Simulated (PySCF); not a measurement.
2H-1,3,5-oxadiazine (C₃H₄N₂O), SMILES C1=NC=NCO1. The structure is a stationary point at PBE-D3(BJ)/def2-SVP. The values are those of a single conformer.

**Question.** Give the equilibrium geometry at PBE-D3(BJ)/def2-SVP (PySCF confirms it by a frequency run) as bond lengths and angles. (Estimate from the structure and the level; the computed values follow.)

**Answer.** One answer among several that fit: 
Atoms: C1 N2 C3 N4 C5 O6 H7 H8 H9 H10. Bond lengths (Å): C1–N2 1.293, C1–O6 1.337, C1–H7 1.108, N2–C3 1.406, C3–N4 1.287, C3–H8 1.107, N4–C5 1.429, C5–O6 1.480, C5–H9 1.109, C5–H10 1.117. Bond angles (°): N2–C1–O6 127.1, N2–C1–H7 121.2, O6–C1–H7 111.6, C1–N2–C3 113.9, N2–C3–N4 127.0, N2–C3–H8 114.7, N4–C3–H8 118.3, C3–N4–C5 116.4, N4–C5–O6 115.4, N4–C5–H9 111.0, N4–C5–H10 110.2, O6–C5–H9 104.6, O6–C5–H10 107.0, H9–C5–H10 108.3, C1–O6–C5 115.0.
